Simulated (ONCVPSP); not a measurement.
# beryllium (Be): one change to an ONCV potential, before and after

```
Element                 : Be
Generator               : ONCVPSP 4.0.1
Type                    : optimised norm-conserving Vanderbilt (ONCV)
Functional              : LDA (Perdew-Wang 92)
Relativity              : non-relativistic
Frozen core             : none
Valence charge          : 4
Reference configuration : 1s2 2s1 2p1
Partial waves           : 1s+2s: rc 0.95 bohr, ncon 4, nbas 8, qcut 12.7 1/bohr, 2 projectors; 2p: rc 3.35 bohr, ncon 4, nbas 7, qcut 4 1/bohr, 2 projectors, debl 1.7 Ha; d scattering state at 0.45 Ha: rc 3.65 bohr, ncon 4, nbas 9, qcut 2.2 1/bohr, 2 projectors, debl 1.7 Ha
Local potential         : polynomial inside 0.85 bohr (lpopt 5, dvloc0 0 Ha)
Core correction         : none
```

All-electron outer shells of the reference configuration (LDA (PZ), non-relativistic, ld1.x):

```json
{"shell": "1s", "level (eV)": "-106.22", "outermost node (bohr)": "–", "outermost maximum (bohr)": "0.27"}
{"shell": "2s", "level (eV)": "-6.14", "outermost node (bohr)": "0.60", "outermost maximum (bohr)": "2.02"}
{"shell": "2p", "level (eV)": "-2.60", "outermost node (bohr)": "–", "outermost maximum (bohr)": "2.23"}
```

Change: all radii scaled by about 1.15 (s 1.10, p 3.84, d 4.18 bohr); local potential polynomial inside 0.98 bohr (lpopt 5, dvloc0 0 Ha).

Cutoffs: the cutoffs (Ha) at which the residual kinetic energy of the hardest occupied pseudo-wave falls to 1 and 0.1 mHa per electron; they do not see the model core or the augmentation charge, which bear on the density cutoff. Errors are all-electron minus pseudo energies relative to the spin-unpolarised reference configuration.

How do hardness, ghosts and transferability respond?

The potential gets softer (61 Ha and 71 Ha → 54 Ha and 63 Ha); both files keep a bound ghost (p); of the 4 tests that both files solve, the error grows in 4 and shrinks in 0 by more than 15 % and 0.3 meV (median size 21.6 → 31.6 meV). A larger radius leaves more room for a smooth pseudo-wave, so fewer plane waves are needed. More of the atom is replaced by a form fitted at one configuration, so other configurations suffer.

| quantity | base | changed |
| --- | --- | --- |
| cutoff, loose | 61 Ha | 54 Ha |
| cutoff, tight | 71 Ha | 63 Ha |
| loose cutoff by channel | s 61 Ha, p 4.5 Ha | s 54 Ha, p 3.9 Ha |
| bound ghosts | p | p |
| GHOST(+) flags under 300 eV | none | none |
| error for 1s2 2s2 2p0, meV [ΔE -3.52 eV] | -11 | -16 |
| error for 1s2 2s1 2p0, meV [ΔE 6.00 eV] | +32 | +47 |
| error for 1s2 2s0 2p0, meV [ΔE 23.77 eV] | +105 | +149 |
| error for 1s2 2s0 2p2, meV [ΔE 3.55 eV] | -11 | -16 |

 A true bound ghost makes a file unfit for plane-wave use even where its test errors are small: the radial tests pick states by their node count and pass the ghost by.
